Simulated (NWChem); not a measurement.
All runs are NWChem calculations. System: CClF₂, charge 0, spin multiplicity 2, at a geometry optimised with UPBE/def2-SVP. The structure started from a generated list of species. Its SCF solution wasn't tested for a lower state. Level: ULDA (SVWN5)/def2-TZVP.

Job file:

```
start mol
memory heap 200 mb stack 900 mb global 1100 mb
geometry units angstroms nocenter noautoz
  F      1.065439    -0.079744    -1.092265
  C      0.432488     0.331922     0.000000
  F      1.065439    -0.079744     1.092265
  Cl    -1.280755    -0.032714     0.000000
  symmetry group Cs
end
basis spherical
  * library def2-tzvp
end
dft
  xc slater vwn_5
  odft
  mult 2
  semidirect memsize 60000000 filesize 0
  iterations 100
end
task dft energy
```

NWChem printed:

```
             Northwest Computational Chemistry Package (NWChem) 7.3.0
             --------------------------------------------------------

                                NWChem Input Module
                                -------------------

 Scaling coordinates for geometry "geometry" by  1.889725989
 (inverse scale =  0.529177249)

 Turning off AUTOSYM since
 SYMMETRY directive was detected!

                             Geometry "geometry" -> ""
                             -------------------------

 Output coordinates in angstroms (scale by  1.889725989 to convert to a.u.)

  No.       Tag          Charge          X              Y              Z
 ---- ---------------- ---------- -------------- -------------- --------------
    1 F                    9.0000     1.06543900    -0.07974400    -1.09226500
    2 C                    6.0000     0.43248800     0.33192200     0.00000000
    3 F                    9.0000     1.06543900    -0.07974400     1.09226500
    4 Cl                  17.0000    -1.28075500    -0.03271400     0.00000000

 Effective nuclear repulsion energy (a.u.)     156.0361496802

            Nuclear Dipole moment (a.u.)
            ----------------------------
        X                 Y               Z
 ---------------- ---------------- ----------------
    -0.0000094486     0.0000037795     0.0000000000

      Symmetry information
      --------------------

 Group name             Cs
 Group number              2
 Group order               2
 No. of unique centers     3

      Symmetry unique atoms

     1    2    4


 Summary of "ao basis" -> "" (spherical)
 ------------------------------------------------------------------------------
       Tag                 Description            Shells   Functions and Types
 ---------------- ------------------------------  ------  ---------------------
 *                         def2-tzvp                  on all atoms

                                 NWChem DFT Module
                                 -----------------

 Summary of "ao basis" -> "ao basis" (spherical)
 ------------------------------------------------------------------------------
[...]
   alpha     31     32     33     34     35     36     37     38     39     40
    beta     31     32     33     34     35     36     37     38     39     40
 overlap   0.992  0.995  0.999  0.999  0.997  1.000  0.999  1.000  0.999  0.999

   alpha     41     42     43     44     45     46     47     48     49     50
    beta     41     42     43     44     45     46     47     48     49     50
 overlap   0.999  0.999  0.998  0.992  0.986  0.992  0.985  0.997  0.998  1.000

   alpha     51     52     53     54     55     56     57     58     59     60
    beta     51     52     53     54     55     56     57     58     59     60
 overlap   0.998  0.999  0.996  0.994  0.994  0.996  0.997  0.999  0.997  1.000

   alpha     61     62     63     64     65     66     67     68     69     70
    beta     61     62     63     64     65     66     67     68     69     70
 overlap   0.996  1.000  0.996  0.998  1.000  0.998  0.994  0.999  0.992  0.998

   alpha     71     72     73     74     75     76     77     78     79     80
    beta     71     72     73     74     75     76     77     78     79     80
 overlap   1.000  0.999  0.995  0.994  0.999  1.000  0.999  1.000  0.997  0.993

   alpha     81     82     83     84     85     86     87     88     89     90
    beta     81     82     83     84     85     86     87     88     90     89
 overlap   0.993  0.950  0.945  0.952  0.949  0.999  0.999  0.992  0.999  0.992

   alpha     91     92     93     94     95     96     97     98     99    100
    beta     91     92     93     94     95     96     97     98     99    100
 overlap   0.996  0.992  0.996  0.992  1.000  0.999  1.000  1.000  1.000  0.994

   alpha    101    102    103    104    105    106    107    108    109    110
    beta    101    102    103    104    105    106    107    108    109    110
 overlap   0.995  1.000  1.000  0.992  0.999  1.000  1.000  0.999  1.000  1.000

   alpha    111    112    113    114    115    116    117    118    119    120
    beta    111    112    113    114    115    116    117    118    119    120
 overlap   1.000  1.000  1.000  1.000  1.000  1.000  1.000  0.999  1.000  0.999

   alpha    121    122    123    124    125    126    127    128    129    130
    beta    121    122    123    124    125    126    127    128    129    130
 overlap   1.000  1.000  1.000  1.000  1.000  1.000  1.000  1.000  1.000  1.000

     --------------------------
     Expectation value of S2:
     --------------------------
      <S2> =      0.7513 (Exact =     0.7500)

 center of mass
 --------------
 x =   0.01971890 y =  -0.00424635 z =   0.00000000

 moments of inertia (a.u.)
 ------------------
         167.598964707759           0.137600002620           0.000000000000
           0.137600002620         528.732274152087           0.000000000000
           0.000000000000           0.000000000000         372.565622435192

     Multipole analysis of the density
     ---------------------------------

     L   x y z        total         alpha         beta         nuclear
     -   - - -        -----         -----         ----         -------
     0   0 0 0     -0.000000    -21.000000    -20.000000     41.000000

     1   1 0 0     -0.115881     -0.323259      0.207387     -0.000009
     1   0 1 0     -0.013592     -0.495536      0.481941      0.000004
     1   0 0 1     -0.000000     -0.000000     -0.000000      0.000000

     2   2 0 0    -20.229612    -99.891374    -96.894612    176.556374
     2   1 1 0      0.237364     -0.532083      0.611364      0.158082
     2   1 0 1     -0.000000     -0.000000      0.000000      0.000000
     2   0 2 0    -20.706025    -13.147445    -10.392900      2.834320
     2   0 1 1     -0.000000     -0.000000      0.000000      0.000000
     2   0 0 2    -21.331968    -49.662973    -48.356783     76.687788

 Task  times  cpu:        3.2s     wall:        3.2s

 Total times  cpu:        3.2s     wall:        3.2s
```
